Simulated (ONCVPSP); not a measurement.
**Kr (Z = 36), ONCV: configuration errors across variants**

Kr, optimised norm-conserving Vanderbilt (ONCV), made with ONCVPSP 4.0.1 (PBEsol, scalar-relativistic). Core [Ar], reference 3d10 4s2 4p6. Waves: 4s: rc 1.20 bohr, ncon 4, nbas 7, qcut 4.6 1/bohr, 1 projector; 4p: rc 1.40 bohr, ncon 4, nbas 8, qcut 5.9 1/bohr, 2 projectors, debl 2.7 Ha; 3d: rc 0.85 bohr, ncon 4, nbas 9, qcut 21.7 1/bohr, 3 projectors, debl 1.1 Ha. Local part: polynomial inside 0.70 bohr (lpopt 4, dvloc0 0 Ha). Core correction: Teter function, fcfact 4.5, rcfact 1.75.

In the d channel the program set the typed energies aside and used -2.991, 0.250, 1.350 Ha.

All-electron excitation energies from the reference (eV): (1) 3d10 4s2 4p5 14.283; (2) 3d10 4s2 4p4 39.461; (3) 3d10 4s2 4p3 76.550; (4) 3d10 4s2 4p2 126.393.

A true bound ghost makes a file unfit for plane-wave use even where its test errors are small: the radial tests pick states by their node count and pass the ghost by.

Errors AE − PS in meV (a dash: test not solved or not reliable):

| change | (1) | (2) | (3) | (4) | bound ghosts | GHOST(+) flags above zero |
| --- | --- | --- | --- | --- | --- | --- |
| base | -2.3 | -3.7 | +0.6 | +19 | s | p |
| p: rc 1.32 | -2.2 | -3.7 | 0.0 | +17 | s | p |
| s: qcut 3 | -2.4 | -4.4 | -1.7 | +13 | s | p |
| s: ncon 3, nbas 6 | -2.3 | -3.7 | +0.5 | +19 | s | p |
| p: qcut 3.3 | -2.4 | -4.6 | -3.2 | +8.0 | s | p |
| p: rc 1.26 | -2.1 | -3.8 | -1.2 | +13 | s | p |
| core correction polynomial model core, fcfact 0.45 | -2.0 | -2.2 | +4.1 | +24 | s | p |
| d: nproj 1 | -2.3 | -3.7 | +0.6 | +19 | s | p |
| all radii but the core radius scaled by about 1.03 (s 1.24, p 1.44, d 0.88 bohr); local potential polynomial inside 0.72 bohr (lpopt 4, dvloc0 0 Ha) | -2.4 | -4.1 | -0.4 | +17 | s | p |
| core correction Teter function, fcfact 4.5, rcfact 1.46 | -2.3 | -3.7 | +0.7 | +19 | s | p |
| local potential polynomial inside 0.70 bohr (lpopt 4, dvloc0 6 Ha) | -2.8 | -6.9 | -9.8 | -6.6 | s | p |

Give the same row for: core correction Teter function, fcfact 2.4, rcfact 1.75.

-2.3, -3.7, +0.7, +19; bound ghosts: s; GHOST(+) flags above zero: p.
